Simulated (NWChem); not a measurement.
All runs are NWChem calculations. System: HAlF2, charge 0, spin multiplicity 1, at a geometry optimised with PBE0/def2-SVP. The structure started from a generated list of species. Level: CCSD(T)/3-21G, 7 core orbitals frozen.

Job file:

```
start mol
memory heap 100 mb stack 700 mb global 1900 mb
geometry units angstroms nocenter noautoz
  Al     0.000000     0.000000     0.434237
  H      0.000000     0.000000     1.996857
  F      1.414330     0.000000    -0.424552
  F     -1.414330     0.000000    -0.424552
  symmetry group C2v
end
basis spherical
  * library 3-21g
end
scf
  rhf
  nopen 0
  maxiter 100
  thresh 1e-7
  semidirect memsize 60000000 filesize 0
end
tce
  freeze core 7
  ccsd(t)
  2eorb
  2emet 13
  thresh 1e-6
  maxiter 100
  tilesize 24
end
task tce energy
```

Part of the output:

```
             Northwest Computational Chemistry Package (NWChem) 7.3.0
             --------------------------------------------------------

                                NWChem Input Module
                                -------------------

 Scaling coordinates for geometry "geometry" by  1.889725989
 (inverse scale =  0.529177249)

 Turning off AUTOSYM since
 SYMMETRY directive was detected!

                             Geometry "geometry" -> ""
                             -------------------------

 Output coordinates in angstroms (scale by  1.889725989 to convert to a.u.)

  No.       Tag          Charge          X              Y              Z
 ---- ---------------- ---------- -------------- -------------- --------------
    1 Al                  13.0000     0.00000000     0.00000000     0.43423700
    2 H                    1.0000     0.00000000     0.00000000     1.99685700
    3 F                    9.0000     1.41433000     0.00000000    -0.42455200
    4 F                    9.0000    -1.41433000     0.00000000    -0.42455200

 Effective nuclear repulsion energy (a.u.)      97.7887196326

            Nuclear Dipole moment (a.u.)
            ----------------------------
        X                 Y               Z
 ---------------- ---------------- ----------------
     0.0000000000     0.0000000000     0.0000037795

      Symmetry information
      --------------------

 Group name             C2v
 Group number             16
 Group order               4
 No. of unique centers     3

      Symmetry unique atoms

     1    2    3


 Summary of "ao basis" -> "" (spherical)
 ------------------------------------------------------------------------------
       Tag                 Description            Shells   Functions and Types
 ---------------- ------------------------------  ------  ---------------------
 *                           3-21g                    on all atoms

 Summary of "ao basis" -> "ao basis" (spherical)
 ------------------------------------------------------------------------------
       Tag                 Description            Shells   Functions and Types
 ---------------- ------------------------------  ------  ---------------------
 Al                          3-21g                   7       13   4s3p
 H                           3-21g                   2        2   2s
 F                           3-21g                   5        9   3s2p

                                 NWChem SCF Module
                                 -----------------

  ao basis        = "ao basis"
  functions       =    33
  atoms           =     4
  closed shells   =    16
  open shells     =     0
  charge          =   0.00
  wavefunction    = RHF
  use symmetry    = T
  symmetry adapt  = T

 Summary of "ao basis" -> "ao basis" (spherical)
 ------------------------------------------------------------------------------
       Tag                 Description            Shells   Functions and Types
 ---------------- ------------------------------  ------  ---------------------
 Al                          3-21g                   7       13   4s3p
 H                           3-21g                   2        2   2s
 F                           3-21g                   5        9   3s2p

      Symmetry analysis of basis
      --------------------------

        a1         16
        a2          2
        b1         10
        b2          5

 Forming initial guess at       0.0s

      Superposition of Atomic Density Guess
      -------------------------------------

 Sum of atomic energies:        -438.76650209

      Non-variational initial energy
      ------------------------------

 Total energy =    -438.747750
 1-e energy   =    -807.418108
 2-e energy   =     270.881639
 HOMO         =      -0.457743
 LUMO         =       0.006487

      Symmetry analysis of molecular orbitals - initial
      -------------------------------------------------

  Numbering of irreducible representations:

     1 a1          2 a2          3 b1          4 b2

  Orbital symmetries:

     1 a1          2 a1          3 b1          4 a1          5 b1
     6 a1          7 b2          8 a1          9 b1         10 a1
    11 b1         12 a1         13 b2         14 a2         15 b1
    16 a1         17 a1         18 b2         19 b1         20 a1
    21 a1         22 b2         23 a1         24 b1         25 a1
    26 a2

 Starting SCF solution at       0.0s

 ----------------------------------------------
         Quadratically convergent ROHF

 Convergence threshold     :          1.000E-07
 Maximum no. of iterations :          100
 Final Fock-matrix accuracy:          1.000E-09
 ----------------------------------------------

              iter       energy          gnorm     gmax       time
             ----- ------------------- --------- --------- --------
                 1     -439.0400367331  1.21D+00  3.81D-01      0.0
                 2     -439.1112447426  2.43D-01  7.61D-02      0.0
                 3     -439.1162499137  1.16D-02  3.63D-03      0.0
                 4     -439.1162670269  3.28D-05  9.43D-06      0.0
                 5     -439.1162670270  1.35D-09  5.44D-10      0.1

       Final RHF  results
       ------------------

         Total SCF energy =   -439.116267026993
      One-electron energy =   -809.457687366778
      Two-electron energy =    272.552700707196
 Nuclear repulsion energy =     97.788719632588

        Time for solution =      0.0s

       Symmetry analysis of molecular orbitals - final
       -----------------------------------------------

  Numbering of irreducible representations:

     1 a1          2 a2          3 b1          4 b2

  Orbital symmetries:

     1 a1          2 a1          3 b1          4 a1          5 b2
     6 b1          7 a1          8 a1          9 b1         10 a1
    11 b1         12 a1         13 b2         14 a2         15 b1
    16 a1         17 b2         18 a1         19 b1         20 a1
    21 a1         22 b2         23 a1         24 b1         25 a1
    26 a2

             Final eigenvalues
             -----------------

              1
    1  -58.1234
    2  -26.1049
    3  -26.1048
    4   -4.9302
    5   -3.2358
    6   -3.2344
    7   -3.2343
    8   -1.5229
    9   -1.5133
   10   -0.6678
   11   -0.6188
   12   -0.6151
   13   -0.6075
   14   -0.5843
   15   -0.5825
   16   -0.4960
   17    0.0684
   18    0.1175
   19    0.1740
   20    0.2159
   21    0.3387
   22    0.3441
   23    0.5008
   24    0.5255
   25    1.3386
   26    2.2297

                       ROHF Final Molecular Orbital Analysis
                       -------------------------------------

 Vector   14  Occ=2.000000D+00  E=-5.842632D-01  Symmetry=a2
              MO Center= -1.1D-16, -6.2D-15, -4.2D-01, r^2= 2.4D+00
   Bfn.  Coefficient  Atom+Function         Bfn.  Coefficient  Atom+Function
  ----- ------------  ---------------      ----- ------------  ---------------
    23      0.446695  3 F  py                32     -0.446695  4 F  py
    19      0.371983  3 F  py                28     -0.371983  4 F  py

 Vector   15  Occ=2.000000D+00  E=-5.825187D-01  Symmetry=b1
              MO Center= -1.4D-14,  1.1D-14, -4.0D-01, r^2= 2.5D+00
   Bfn.  Coefficient  Atom+Function         Bfn.  Coefficient  Atom+Function
  ----- ------------  ---------------      ----- ------------  ---------------
    22      0.348094  3 F  px                31      0.348094  4 F  px
    18      0.287744  3 F  px                27      0.287744  4 F  px
    24      0.270461  3 F  pz                33     -0.270461  4 F  pz
    20      0.235172  3 F  pz                29     -0.235172  4 F  pz

 Vector   16  Occ=2.000000D+00  E=-4.960227D-01  Symmetry=a1
              MO Center=  2.5D-15, -1.7D-16,  1.4D+00, r^2= 2.0D+00
   Bfn.  Coefficient  Atom+Function         Bfn.  Coefficient  Atom+Function
  ----- ------------  ---------------      ----- ------------  ---------------
    15      0.494928  2 H  s                 14      0.253213  2 H  s
     9      0.222476  1 Al pz                24     -0.203651  3 F  pz
    33     -0.203651  4 F  pz                20     -0.161791  3 F  pz
    29     -0.161791  4 F  pz

 Vector   17  Occ=0.000000D+00  E= 6.838302D-02  Symmetry=b2
              MO Center= -4.4D-16,  1.1D-14,  4.3D-01, r^2= 4.6D+00
   Bfn.  Coefficient  Atom+Function         Bfn.  Coefficient  Atom+Function
  ----- ------------  ---------------      ----- ------------  ---------------
    12      0.849108  1 Al py                 8      0.229794  1 Al py
    23     -0.197721  3 F  py                32     -0.197721  4 F  py

 Vector   18  Occ=0.000000D+00  E= 1.174894D-01  Symmetry=a1
              MO Center= -1.9D-14, -1.2D-14,  1.6D-01, r^2= 4.4D+00
   Bfn.  Coefficient  Atom+Function         Bfn.  Coefficient  Atom+Function
  ----- ------------  ---------------      ----- ------------  ---------------
    10      1.375866  1 Al s                 15     -0.668272  2 H  s
    21     -0.359800  3 F  s                 30     -0.359800  4 F  s
     2     -0.203178  1 Al s                 13     -0.165517  1 Al pz

 Vector   19  Occ=0.000000D+00  E= 1.740112D-01  Symmetry=b1
              MO Center=  1.7D-14, -1.7D-15,  6.2D-01, r^2= 6.1D+00
   Bfn.  Coefficient  Atom+Function         Bfn.  Coefficient  Atom+Function
  ----- ------------  ---------------      ----- ------------  ---------------
    11      1.160146  1 Al px                21     -0.389405  3 F  s
    30      0.389405  4 F  s

 center of mass
 --------------
 x =   0.00000000 y =   0.00000000 z =  -0.06881053

 moments of inertia (a.u.)
 ------------------
          56.664026138908           0.000000000000           0.000000000000
           0.000000000000         328.086748061135           0.000000000000
           0.000000000000           0.000000000000         271.422721922227

  Mulliken analysis of the total density
  --------------------------------------

    Atom       Charge   Shell Charges
 -----------   ------   -------------------------------------------------------
    1 Al  13    11.60   2.00  1.98  5.89  0.56  0.86  0.14  0.17
    2 H    1     1.27   0.40  0.87
    3 F    9     9.56   1.98  0.43  2.46  1.54  3.14
    4 F    9     9.56   1.98  0.43  2.46  1.54  3.14

       Multipole analysis of the density wrt the origin
       ------------------------------------------------

     L   x y z        total         open         nuclear
     -   - - -        -----         ----         -------
     0   0 0 0     -0.000000      0.000000     32.000000

     1   1 0 0     -0.000000      0.000000      0.000000
     1   0 1 0     -0.000000      0.000000      0.000000
     1   0 0 1      0.684418      0.000000      0.000004

     2   2 0 0    -21.989300      0.000000    128.579485
     2   1 1 0     -0.000000      0.000000      0.000000
     2   1 0 1      0.000000      0.000000      0.000000
     2   0 2 0    -12.622220      0.000000      0.000000
     2   0 1 1      0.000000      0.000000      0.000000
     2   0 0 2    -18.132917      0.000000     34.579116

                   NWChem Extensible Many-Electron Theory Module
                   ---------------------------------------------


            General Information
            -------------------
      Number of processors :     1
         Wavefunction type : Restricted Hartree-Fock
          No. of electrons :    32
           Alpha electrons :    16
            Beta electrons :    16
           No. of orbitals :    66
            Alpha orbitals :    33
             Beta orbitals :    33
        Alpha frozen cores :     7
         Beta frozen cores :     7
     Alpha frozen virtuals :     0
      Beta frozen virtuals :     0
         Spin multiplicity : singlet
    Number of AO functions :    33
       Number of AO shells :    19
        Use of symmetry is : on
      Symmetry adaption is : on
         Schwarz screening : 0.10D-09

          Correlation Information
          -----------------------
          Calculation type : Coupled-cluster singles & doubles w/ perturbation
   Perturbative correction : (T)
            Max iterations :      100
        Residual threshold : 0.10D-05
     T(0) DIIS level shift : 0.00D+00
     L(0) DIIS level shift : 0.00D+00
     T(1) DIIS level shift : 0.00D+00
     L(1) DIIS level shift : 0.00D+00
     T(R) DIIS level shift : 0.00D+00
     T(I) DIIS level shift : 0.00D+00
   CC-T/L Amplitude update :  5-th order DIIS
                I/O scheme : Global Array Library
        L-threshold :  0.10D-05
        EOM-threshold :  0.10D-05
 no EOMCCSD initial starts read in
 TCE RESTART OPTIONS
 SLICE:      F
 D4D5:       F
 quantumc:   F
 qrotation:  F
 pwtce:      F
 qducc:      F
 nacto:                         0
 nrotv:                         0
 nrot:                          0

            Memory Information
            ------------------
          Available GA space size is     249035711 doubles
          Available MA space size is     104855700 doubles

 Maximum block size supplied by input
 Maximum block size        24 doubles

 tile_dim =      8

 -------------------------------------------------

 Global array virtual files algorithm will be used

 Parallel file system coherency ......... OK

 4-electron integrals stored in orbital form

 v2    file size   =            29943
 4-index algorithm nr.  13 is used
 imaxsize =       30
 imaxsize ichop =        0


CCSD iterations
 ---------------------------------------------------------
 Iter          Residuum       Correlation     Cpu    Wall
 ---------------------------------------------------------
    1   0.1188311009963  -0.2717731792067     0.1     0.1
    2   0.0368097081032  -0.2702457713377     0.1     0.1
    3   0.0123201262007  -0.2750184302419     0.1     0.1
    4   0.0053093074833  -0.2756416790185     0.1     0.1
    5   0.0019554029486  -0.2762691733119     0.1     0.1
    6   0.0005775079238  -0.2764616837332     0.1     0.1
    7   0.0002970623218  -0.2764895318106     0.1     0.1
    8   0.0001314659003  -0.2764983033777     0.1     0.1
    9   0.0000790969809  -0.2765012632626     0.1     0.1
   10   0.0000377624954  -0.2765049557838     0.1     0.1
   11   0.0000065042882  -0.2765075687336     0.1     0.1
   12   0.0000027984931  -0.2765077725597     0.1     0.1
   13   0.0000013840466  -0.2765078830917     0.1     0.1
   14   0.0000007499082  -0.2765078830666     0.1     0.1
 -----------------------------------------------------------------
 Iterations converged
 CCSD correlation energy / hartree =        -0.276507883066550
 CCSD total energy / hartree       =      -439.392774910059984

 Singles contributions

 Doubles contributions
 CCSD(T)
 Using plain CCSD(T) code
             total no. of tasks          500
 total no. of tasks / no. procs          500
                         wl_min            1           1.0
                         wl_max        32768           5.7
        thresh for no. of tasks          500

 CCSD[T]  correction energy / hartree =        -0.005033522569780
 CCSD[T] correlation energy / hartree =        -0.281541405636331
 CCSD[T] total energy / hartree       =      -439.397808432629745
 CCSD(T)  correction energy / hartree =        -0.003987220274346
 CCSD(T) correlation energy / hartree =        -0.280495103340897
 CCSD(T) total energy / hartree       =      -439.396762130334309

 Task  times  cpu:        1.5s     wall:        1.5s

 Total times  cpu:        1.5s     wall:        1.5s
```
